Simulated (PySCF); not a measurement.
A structure optimised at B3LYP-D3(BJ)/def2-TZVP, used in a PySCF frequency run:

```xyz
6

B      0.0000     0.0000    -1.3921
C      0.0000     0.0000     0.1078
C      0.0000     0.0000     1.3174
H      0.0000     0.0000     2.3811
H      0.0000    -1.0307    -1.9858
H      0.0000     1.0307    -1.9858
```

**Question.** Write its SMILES, formula and point group.

**Answer.** BC#C, C2H3B, C2v

**Question.** What are its rotational constants (standard atomic weights)?

**Answer.** 235.97, 9.0905, 8.7533 GHz
